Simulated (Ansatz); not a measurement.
C7H14 can be A, `C=CCCCCC`, or B, `CCC1CCCC1`.

Calculated with Ansatz (gas phase, PBE0-D4/def2-TZVP geometries, no zero-point term in ΔE). CCSD(T)/CBS adds triple-zeta CCSD(T) − MP2 to the extrapolated MP2 energy (def2 sets, frozen cores). DFT in def2-TZVPP. B3LYP here is the variant with VWN-RPA as its local correlation; programs differ in this. One conformer a species, not always the lowest.

Task: Which isomer does CCSD(T)/CBS put lower? Give the gap. (An estimate is asked.)

Result: The calculation gave: B, by 71.7 kJ/mol.

Task: Give E(B) − E(A) in kJ/mol with CCSD(T)/def2-SVP, LDA (SPW92), B3LYP-D4, B2PLYP, HF/def2-TZVPP, BLYP-D4, B3LYP. (An estimate is asked.)

Result: Computed: CCSD(T)/def2-SVP -76.3, LDA (SPW92) -98.1, B3LYP-D4 -59.6, B2PLYP -63.1, HF/def2-TZVPP -54.5, BLYP-D4 -49.2, B3LYP -53.5. None reverses the order clearly.

Largest T1 diagnostic: 0.009.

At CCSD(T), def2-SVP lies −4.6 kJ/mol from the extrapolated value and def2-TZVPP −1.2 kJ/mol. From r2SCAN to r2SCAN0 (25 % exact exchange), in def2-TZVPP and without D4, E(B) − E(A) moves by −8.5 kJ/mol.
